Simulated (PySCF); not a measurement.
C₂H₅O₂, charge +1, singlet, geometry from GFN2-xTB, with bond 9-2 at 2.0 times its length. Base run: PySCF with SVWN5/def2-SVP.

The PySCF input:
```python
from pyscf import gto, scf, dft

mol = gto.M(
    atom='''
C    -0.881858    0.008998   -0.074186
O    -0.719743   -1.145473    0.456747
O     0.058028    0.777845   -0.344421
H    -1.875885    0.395557   -0.326715
C     1.436644    0.478120   -0.100263
H     1.824079    1.265800    0.549056
H     1.576979   -0.502734    0.351032
H     1.952118    0.543528   -1.060560
H    -2.304841   -2.222184    0.813803
''',
    basis='def2-svp',
    charge=1,
    spin=0,
    verbose=4,
)

mf = dft.RKS(mol)
mf.xc = 'lda,vwn'
mf.kernel()
```

Variants of this job, named by their change:

| change | ΔE vs base (µEh) | SCF cycles | outcome |
|---|---|---|---|
| base | 0.0 | 13 | converged |
| DIIS = ADIIS | 0.0 | 35 | converged |
| level_shift = 1.0 (with mf.max_cycle = 100) | - | 91 | not converged |
| conv_tol = 1e-7 | 0.0 | 12 | converged |
| damp = 0.5; diis_start_cycle = 5 | 0.0 | 19 | converged |
| DIIS = EDIIS | - | 50 | not converged |
| level_shift = 0.3 (with mf.max_cycle = 100) | 0.0 | 21 | converged |
| conv_tol = 1e-11 | 0.0 | 14 | converged |
| init_guess = atom | 0.0 | 14 | converged |
| diis_space = 2 | - | 50 | not converged |
| level_shift = 0.1 (with mf.max_cycle = 100) | 0.0 | 13 | converged |
| diis = off; damp = 0.6 (with mf.diis_start_cycle = 200; with mf.max_cycle = 150) | - | 150 | not converged |
| init_guess = 1e | 0.0 | 20 | converged |
